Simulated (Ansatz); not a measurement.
TiH2F4, singlet: at the end structure of a reaction step.

Input (in.yaml):

```yaml
crystal:
  periodic: [false, false, false]
  atoms:
    - {symbol: Ti, position_ang: [-0.533195, -0.150428, 0.382177]}
    - {symbol: F, position_ang: [1.033191, 0.899738, -1.122968]}
    - {symbol: F, position_ang: [-1.486845, -0.115690, -1.080219]}
    - {symbol: F, position_ang: [-0.235243, 1.341589, 1.239123]}
    - {symbol: F, position_ang: [-1.386631, -1.181885, 1.490801]}
    - {symbol: H, position_ang: [1.757726, 0.321823, -1.150340]}
    - {symbol: H, position_ang: [0.850898, -1.115146, 0.241525]}
basis:
  gaussian: {orbitals: def2-TZVPP}
hamiltonian: {xc: {name: BHLYP}, dispersion: d4}
```

Launched with

```bash
ansatz run in.yaml --threads 8 --pin off --events-out ev --progress --plain --max-ram 19148MiB
```

The run's output (Ansatz 0.2.0):

```
Functional definition: BHLYP
  name "BHLYP"
  cite "Becke, J. Chem. Phys. 98, 1372 (1993) doi:10.1063/1.464304"
  cite "Becke, Phys. Rev. A 38, 3098 (1988) doi:10.1103/PhysRevA.38.3098"
  cite "Lee, Yang & Parr, Phys. Rev. B 37, 785 (1988) doi:10.1103/PhysRevB.37.785"
  parameter a = 0.5
  exchange = (1 - a)*b88_x + a*exact_x
  correlation = lyp_c
1372 factors; their error is unknown
mean field evaluation 1: about -34012.3952 eV, gradient 7.2e1 eV
mean field evaluation 2: about -33959.2085 eV, gradient 2.2e2 eV
mean field evaluation 4: about -34020.3272 eV, gradient 8.3e0 eV
mean field evaluation 8: about -34020.4368 eV, gradient 6.6e-2 eV
mean field evaluation 16: about -34020.7798 eV, gradient 4.7e-5 eV
mean field -34020.77978690 eV, -1250.2405970560 hartree, gradient 4.7e-5 eV, S^2 0.000000; 0 other end points of the search recorded, 0 dependent functions left out
reference -34020.77996149 eV, -1250.2406034719 hartree; 30, 30 occupied and 186, 186 virtual orbitals, 1372 factors
Total energy: -34020.91755970 eV, -1250.2456601128 hartree
```

The lines “mean field evaluation” count trial sets of orbitals through the whole run, from several starts and some on an approximate energy, so they need not fall steadily or lie above the final value.

Hardware: 8 CPU threads of an Intel Xeon, shared host. Wall time about 3.5 s.
